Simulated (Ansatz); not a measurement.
**Pulling the pair apart**

The pair of CH4 (SMILES C, atoms 1–5) and GeH4 (SMILES [GeH4], atoms 6–10), both closed shells, in one local arrangement (a lower one may exist), relaxed at PBE0-D4/def2-TZVP:

C1  (0.028, -0.092, -1.942)
H2  (1.029, 0.079, -1.546)
H3  (-0.622, 0.736, -1.659)
H4  (-0.370, -1.022, -1.535)
H5  (0.075, -0.163, -3.028)
Ge6  (-0.028, 0.092, 1.941)
H7  (-0.623, -1.245, 1.483)
H8  (1.424, 0.201, 1.456)
H9  (-0.061, 0.167, 3.473)
H10  (-0.851, 1.247, 1.356)
(Å)

GeH4 is shifted rigidly along the line between the mean atom positions of the two fragments (negative: closer). Counterpoise interaction energies in kcal/mol. Computed with Ansatz 0.2.0 (basis: def2-TZVPPD); correlated methods freeze the cores. Filled d shells of the heavier atoms are correlated. The def2 sets are not built for correlating such inner shells, so the correlated values are less sure here.

```csv
shift (Å),MP2,PBE-D4,HF
-0.39,-0.12,-0.50,1.93
-0.19,-0.54,-0.90,0.97
0.00,-0.65,-1.00,0.47
0.19,-0.62,-0.95,0.22
0.47,-0.50,-0.77,0.06
0.97,-0.29,-0.44,-0.01
1.94,-0.10,-0.13,-0.01
3.89,-0.02,-0.01,0.00
```

Q: What does CCSD(T) give at these shifts? (An estimate is asked for; the value comes from the calculation.)

A: By the calculation: -0.13, -0.56, -0.67, -0.64, -0.52, -0.30, -0.10, -0.02 kcal/mol. For zero shift, CCSD(T) at an estimated basis limit (MP2 extrapolated from triple and quadruple zeta, plus CCSD(T) − MP2 in triple zeta) gives -0.81 kcal/mol. These are counterpoise interaction energies, counted from the two frozen fragments.

The T1 diagnostic stays at or below 0.011.

For scale, one of the runs: CCSD(T)/def2-TZVPPD, 227 basis functions, launched by `ansatz run in.yaml --threads 4 --pin off --events-out ev --progress --plain --max-ram 9574MiB`. Hardware: 4 CPU threads of an Arm Neoverse V2, shared host. Wall time 51 s; peak host memory 3.7 GiB.
